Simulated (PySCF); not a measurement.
Circular dichroism: `C(#CC)[C@H]1C[Se][C@H]1F`, C6H7FSe

Molfile (atoms numbered from 1):
```
C6H7FSe
     RDKit          3D

 15 15  0  0  0  0  0  0  0  0999 V2000
    3.0154   -0.0355    0.3820 C   0  0  0  0  0  0  0  0  0  0  0  0
    1.6185   -0.0101    0.0167 C   0  0  0  0  0  0  0  0  0  0  0  0
    0.4675    0.0086   -0.3195 C   0  0  0  0  0  0  0  0  0  0  0  0
   -0.9425    0.0511   -0.6332 C   0  0  1  0  0  0  0  0  0  0  0  0
   -1.7500   -1.1708   -0.1664 C   0  0  0  0  0  0  0  0  0  0  0  0
   -3.3053   -0.0556    0.3659 Se  0  0  0  0  0  2  0  0  0  0  0  0
   -1.7324    1.1417    0.1152 C   0  0  1  0  0  0  0  0  0  0  0  0
   -1.1884    1.4836    1.3105 F   0  0  0  0  0  0  0  0  0  0  0  0
    3.6365    0.1327   -0.4973 H   0  0  0  0  0  0  0  0  0  0  0  0
    3.2684   -1.0018    0.8172 H   0  0  0  0  0  0  0  0  0  0  0  0
    3.2161    0.7458    1.1143 H   0  0  0  0  0  0  0  0  0  0  0  0
   -1.0805    0.2072   -1.7086 H   0  0  0  0  0  0  0  0  0  0  0  0
   -1.9733   -1.9106   -0.9321 H   0  0  0  0  0  0  0  0  0  0  0  0
   -1.3215   -1.6483    0.7143 H   0  0  0  0  0  0  0  0  0  0  0  0
   -1.9329    2.0699   -0.4281 H   0  0  0  0  0  0  0  0  0  0  0  0
  1  2  1  0
  2  3  3  0
  3  4  1  0
  4  5  1  0
  5  6  1  0
  6  7  1  0
  7  8  1  0
  7  4  1  0
  1  9  1  0
  1 10  1  0
  1 11  1  0
  4 12  1  6
  5 13  1  0
  5 14  1  0
  7 15  1  6
M  END
```

Theory: TDDFT PBE0/aug-cc-pVDZ circular dichroism and optical rotation, one conformer, gas phase in PySCF 2.14.0. Geometry: GFN2-xTB.

The calculation is non-relativistic, which matters for the atoms heavier than Zn. States above about 6.6 eV (minus the energy of the highest occupied orbital) lie near or above the ionisation threshold and depend on the basis.

Problem. What are the CIP labels of the stereocentres?

Solution. C4 S, C7 R.

Problem. List the lowest 16 singlet excitations with oscillator and rotatory strengths.

Solution. Rotatory strengths R in 10⁻⁴⁰ esu² cm², velocity form and length form (origin at the centre of mass); f in length form.
```tsv
state	E (eV)	λ (nm)	f	R (velocity)	R (length)	main
1	3.99	310	0.0006	-8.6	-8.2	HOMO→LUMO 0.98
2	5.30	234	0.007	-6.7	-6.9	HOMO−1→LUMO 0.95
3	5.50	225	0.035	+1.0	+0.8	HOMO→LUMO+1 0.60, HOMO→LUMO+2 0.33
4	5.65	219	0.007	+10.7	+10.7	HOMO→LUMO+3 0.62, HOMO→LUMO+1 0.23
5	5.69	218	0.101	-1.3	-1.4	HOMO−2→LUMO 0.93
6	6.06	205	0.004	-2.2	-2.2	HOMO→LUMO+2 0.50, HOMO→LUMO+3 0.28
7	6.24	199	0.006	+0.2	+0.2	HOMO−1→LUMO+1 0.94
8	6.31	197	0.007	-7.5	-7.6	HOMO→LUMO+4 0.82
9	6.36	195	0.006	+2.4	+2.6	HOMO−2→LUMO+1 0.92
10	6.43	193	0.026	-16.7	-16.9	HOMO−3→LUMO 0.74
11	6.55	189	0.011	+7.8	+8.1	HOMO→LUMO+5 0.75, HOMO→LUMO+6 0.16
12	6.60	188	0.005	-3.0	-3.2	HOMO−2→LUMO+2 0.44, HOMO−1→LUMO+2 0.12
13	6.64	187	0.015	+3.9	+4.1	HOMO−1→LUMO+2 0.78, HOMO−2→LUMO+2 0.08
14	6.75	184	0.002	+4.4	+4.5	HOMO→LUMO+6 0.69, HOMO→LUMO+5 0.12
15	6.82	182	0.016	+8.1	+8.3	HOMO→LUMO+7 0.55, HOMO−4→LUMO 0.18
16	6.85	181	0.0004	-3.6	-3.7	HOMO−1→LUMO+3 0.72, HOMO→LUMO+7 0.11
```

Among the states computed, the strongest CD band (largest |R|) is state 10. The largest dissymmetry factor in size, g = 4R/(D+G), with D and G the electric and magnetic dipole strengths, is -0.085 for state 16 (velocity form, f = 0.0004), among bands with |R| over 0.5. The mirror image has the same energies and oscillator strengths and all R with the opposite sign.
